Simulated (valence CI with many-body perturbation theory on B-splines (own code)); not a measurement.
## Questions on Nd LVI

Level of theory: valence CI with perturbative core correlation (CI+MBPT): three valence electrons over a frozen Dirac-Fock core [He], a basis of 11 s, 11 p, 9 d, 7 f, 5 g, 2 h, 1 i functions for each j, with the one-electron correlation potential Σ1 (screened to all orders), the two-electron term Σ2, the three-electron term Σ3, Breit, model QED; selected single and double excitations, second order for the rest (own B-spline code, finite nucleus).

The last digits are not significant, and no measured levels were compared; by estimate large intervals hold to a few tenths of a per cent, small ones and those within an open d or f shell to about a per cent.

Levels are named by their leading jj configuration (3d3/2^4 stands for four electrons in 3d with j = 3/2), which in mixed levels can hold well under half, so a name can repeat and another be missing.

Rates and lifetimes use the calculated energies. Strong lines usually hold to 10 to 20 %, long lifetimes can be off by a factor of two.

What is the ground level?

(2s^2 2p1/2) J=1/2, composition 100 % 2s2.2p 2P°, g = 0.634.

What are the static dipole polarisabilities of the lowest levels?

(2s^2 2p1/2) J=1/2 0.000420 bohr³, of which the core gives 5.76e-07.

Where does the other parity begin?

At (2s 2p1/2^2) J=1/2, 14.13 Ry.

What is the ionisation energy?

11689 eV; NIST lists 11694 ± 5 eV (theoretical).

Among levels below 575.50 Ry, which E1 lines absorb most strongly from the ground level?

to (2s^2 3d3/2) J=3/2 at 0.1810 nm, f = 0.552; to (2s 2p1/2 3p1/2) J=3/2 at 0.1830 nm, f = 0.231; to (2s 2p1/2 3p3/2) J=3/2 at 0.1782 nm, f = 0.175.

How well does LS coupling describe the low levels?

Among the lowest 20 levels the leading LS term, summed over configurations, holds 76 % on average. For single configurations the figures are 76 % in LS and 99 % in jj coupling. Terms mix most in the J = 3/2 level at 73.44 Ry, where the leading one holds 48 %.

Name the longest-lived excited levels whose lifetime is computed, and their main decay.

(2s^2 2p3/2) J=3/2 at 41.91 Ry lives 305 ps, mostly by E1 to (2s 2p1/2^2) J=1/2; (2s 2p1/2 2p3/2) J=5/2 at 54.34 Ry lives 188 ps, mostly by E1 to (2s^2 2p3/2) J=3/2; (2s 2p1/2 2p3/2) J=3/2 at 51.77 Ry lives 87.0 ps, mostly by E1 to (2s^2 2p1/2) J=1/2.
